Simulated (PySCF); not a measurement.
Input for PySCF: R-HF/3-21G on C3H8S (a complex), monomers drawn apart or pushed together.

```python
from pyscf import gto, scf, dft, mp
from pyscf.data.elements import chemcore

mol = gto.M(
    atom='''
    S     0.12225187    0.46331974    0.72926504
    H     0.65053172    0.15305370    1.92706212
    H     1.24509591    0.13301200    0.07201142
    C     1.18255164    0.22833469    4.26749276
    C     0.08447533   -0.51096047    4.15818299
    C    -1.28851678    0.02002054    3.89826334
    H     1.14921817    1.30863083    4.17844652
    H     2.15066635   -0.21762008    4.45591707
    H     0.16835064   -1.59022565    4.25547856
    H    -1.97255559   -0.25519809    4.70586798
    H    -1.28681464    1.10675070    3.80491761
    H    -1.70248653   -0.40428777    2.97886014
    ''',
    basis='3-21g',
    charge=0, spin=0, verbose=3, max_memory=1800)
mf = scf.RHF(mol)
mf.conv_tol = 1e-8
mf.max_cycle = 100
mf.kernel()
if not mf.converged:
    mf = mf.newton().run(mf.mo_coeff, mf.mo_occ)
```

Output:

```
converged SCF energy = -513.127625272919
```

The run converged.

Cost: around 0.4 core-seconds (rough).
